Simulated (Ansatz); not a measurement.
# Worked example: vertical ionisation energy of SiHBr (SMILES [SiH]Br)

The species is SiHBr (3 atoms), meant as a singlet with charge 0. SMILES: `[SiH]Br`. Geometry: relaxed at PBE0-D4/def2-TZVP.

```csv
atom,x (Å),y (Å),z (Å)
Si,-0.6247,0.5219,-0.2961
Br,1.3409,0.4015,0.7814
H,-0.7271,-0.9883,-0.4986
```

Both states at this one shape; open shells run unrestricted unless said. 1 Eh = 27.2114 eV.

| level | program | singlet SiHBr (Eh) | doublet SiHBr+ (Eh) |
| --- | --- | --- | --- |
| revPBE/STO-3G | Ansatz | -2832.413111 | -2832.170952 |
| FCI/STO-3G, 14 core orbitals frozen | Ansatz | -2830.885856 | -2830.669555 |

Q: Work out the vertical ionisation energy at each level.

A: 
1. revPBE/STO-3G: -2832.170952 − (-2832.413111) = 0.242159 Eh = 6.59 eV.
2. FCI/STO-3G: -2830.669555 − (-2830.885856) = 0.216301 Eh = 5.89 eV.

No measured value is set beside it here; the levels span 5.89 to 6.59 eV. Spin-orbit coupling, which splits open shells on such heavy atoms by tenths of an eV, is left out. Minimal sets are far from the basis-set limit. All-electron rows are non-relativistic unless named.
